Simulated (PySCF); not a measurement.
Compound: ClFGe₂H₅N.
Atom-mapped SMILES: `[F:1][Ge@H:2]([Cl:3])[NH:4][GeH3:5]` (hydrogens: H6 on Ge2; H7 on N4; H8, H9, H10 on Ge5)

Computed by this run: PySCF 2.14.0, PBE0-D3(BJ)/def2-SVP geometry optimisation, gas phase; density fitting, grid level 1; the optimiser is geomeTRIC in internal coordinates, started from a GFN2-xTB structure with every atom displaced at random (about 0.01 Å).

Step 0: E = -129805.9845 eV
```
atom  x, y, z in Å  |  force x, y, z in eV/Å
F1     -2.1109    1.5045    1.1517    0.040  -0.187  -0.024
Ge2    -1.5308    0.4254   -0.0951    1.375   2.082   0.222
Cl3    -2.0798   -1.5030    0.4247   -0.266  -1.289   0.230
N4      0.2991    0.6536   -0.0939   -2.007  -0.454  -0.340
Ge5     1.5299   -0.6660   -0.0829    0.267   0.034   0.763
H6     -2.2231    0.9544   -1.3242   -0.244  -0.122  -0.429
H7      0.5764    1.5547    0.2392    0.200   0.696   0.291
H8      1.1967   -1.5974   -1.1784   -0.247  -0.806  -0.861
H9      1.5731   -1.3903    1.2540    0.042  -0.255   0.304
H10     2.8224    0.0419   -0.3213    0.839   0.300  -0.157
```

Step 1: E = -129806.1523 eV
```
atom  x, y, z in Å  |  force x, y, z in eV/Å
F1     -2.1540    1.5576    1.1499   -0.196   0.295   0.260
Ge2    -1.5402    0.5578   -0.1104   -0.306  -1.051  -0.128
Cl3    -2.0125   -1.5236    0.3591   -0.009   0.418  -0.139
N4      0.2318    0.6407   -0.0088    0.770   0.161  -0.052
Ge5     1.5439   -0.6886   -0.0605   -0.197   0.063  -0.190
H6     -2.2936    0.9445   -1.3900    0.107   0.021   0.106
H7      0.5651    1.5447    0.3245    0.032  -0.081  -0.050
H8      1.1640   -1.6976   -1.1793    0.066   0.223   0.236
H9      1.6848   -1.4144    1.2978   -0.029   0.077  -0.115
H10     2.8636    0.0568   -0.4084   -0.238  -0.126   0.071
```

**Question.** Estimate the geometry and energy of step 2. (The exact step hangs on the optimiser's Hessian estimate; all steps are aligned on step 1, rigid shifts and turns removed.)

**Answer.** E = -129806.1879 eV, largest force 0.259 eV/Å
```
atom  x, y, z in Å  |  force x, y, z in eV/Å
F1     -2.1905    1.5100    1.1526   -0.033  -0.007  -0.001
Ge2    -1.4977    0.5248   -0.0980   -0.003  -0.178   0.164
Cl3    -1.8975   -1.5619    0.3403    0.015   0.254  -0.047
N4      0.2843    0.7256   -0.0101   -0.109  -0.058  -0.112
Ge5     1.4954   -0.6726   -0.0643    0.116   0.061   0.022
H6     -2.2458    0.8851   -1.3784    0.019   0.034  -0.029
H7      0.6246    1.6259    0.3204   -0.054  -0.074  -0.020
H8      1.0477   -1.6428   -1.1660    0.008   0.017   0.004
H9      1.5874   -1.3949    1.2898    0.014  -0.029   0.016
H10     2.8449   -0.0211   -0.4122    0.028  -0.019   0.002
```

The energy changes by -0.0356 eV. The first-order estimate −F·Δx gives -0.0924 eV and the mean of the old and new forces, exact on a quadratic surface, -0.0338 eV. The step makes an angle of 78° with the force vector and moves no atom by more than 0.129 Å.

The cost below is that of the whole optimisation. Hardware: one thread, Arm Neoverse V2 (aarch64), shared host with 96 logical CPUs at a one-minute load of 35. Cost: 2.9 min, 0.60 GiB resident at most.
